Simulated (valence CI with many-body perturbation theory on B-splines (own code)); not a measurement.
**Nb XXI: magnetic and hyperfine properties of the levels**

Calculated by relativistic CI+MBPT: three valence electrons over a frozen Dirac-Fock core [Ar], radial functions for each j: 9 s, 9 p, 10 d, 8 f, 5 g, 3 h, 1 i, with the one-electron correlation potential Σ1 (screened to all orders), the two-electron term Σ2, the three-electron term Σ3, Breit, model QED; selected single and double excitations, second order for the rest (own B-spline code, finite nucleus).

No measured levels were compared; by estimate terms of the open shell hold to 2 to 4 % of their energy, and close levels can change places. Core correlation moves these levels by up to 6100 cm⁻¹, and in measured spectra 5 to 20 % of such shifts remained as error; rates that hang on mixing are uncertain with them. Only levels of the ground parity were solved; by the run's estimate the other parity begins above the list, which can be wrong where configurations are misplaced.

A/g_I is the dipole constant over the nuclear g factor μ/I (μ in nuclear magnetons, uniformly magnetised nucleus), B/Q the quadrupole constant per barn. Both hold the static response of the core; the bare values leave it out. Large factors of s and p1/2 electrons are usually good to 5 to 10 %; those of open d and f shells near neutrality can be off by tens of per cent, and small factors of p3/2, d and f electrons come from cancelling terms and can be off by a factor of two or in sign, in half-filled shells by more. B is blank for J = 1/2, where it vanishes, and for nearly pure S terms. Energies count from the lowest level.

Names give the largest LS component (configuration and term), which can be under half, so a name can repeat, a term be missing and a line seem to break the LS rules; names also repeat where a configuration has a term twice. Letters in brackets count levels of one name in rising energy.

```
         Level  E (cm⁻¹)      g  A/g_I (MHz)  A/g_I bare  B/Q (MHz/b)  B/Q bare
    3d3 4F_3/2       0.0  0.438        10600       10300        -2800     -2880
    3d3 4F_5/2     14445  1.031         6050        6090        -2370     -2440
    3d3 4F_7/2     28293  1.217         5020        5160        -2600     -2670
    3d3 4F_9/2     40057  1.286         5100        5280        -2680     -2760
    3d3 4P_3/2     55929  1.466         4980        5240        -4300     -4420
    3d3 4P_1/2     61438  2.260        -6030       -5270                       
    3d3 2G_7/2     74923  0.910         6980        6960         3530      3630
    3d3 2H_9/2     78482  1.038         6290        6330         7930      8140
    3d3 4P_5/2     81615  1.570         1540        1880         5780      5930
3d3 2D_3/2 [a]     92335  1.163         5870        5970        -6120     -6280
    3d3 2P_1/2     98732  1.072         -216        -109                       
   3d3 2H_11/2    107440  1.089         5940        6010        13300     13700
3d3 2D_5/2 [a]    113810  1.210         5230        5360        -3760     -3870
    3d3 2G_9/2    114970  1.023         5180        5230         6080      6250
    3d3 2P_3/2    129720  1.188         4850        4980          824       837
    3d3 2F_7/2    147830  1.135         5870        5970         3700      3800
    3d3 2F_5/2    149450  0.883         5610        5580         7450      7650
3d3 2D_5/2 [b]    222840  1.181         4520        4640         7020      7210
3d3 2D_3/2 [b]    224210  0.799         9590        9490         7930      8140
```

(1) Take the isotope of mass number 93, with I = 9/2, μ = 6.163 μN and Q = -0.32 b. What is the hyperfine structure of 3d3 4F_9/2?

Results:

(1) From the table A = 6990 MHz, B = 859 MHz. Shifts from the centre of gravity in MHz: F = 0: -173000, F = 1: -166000, F = 2: -152000, F = 3: -131000, F = 4: -103000, F = 5: -68300, F = 6: -26400, F = 7: 22500, F = 8: 78600, F = 9: 142000.
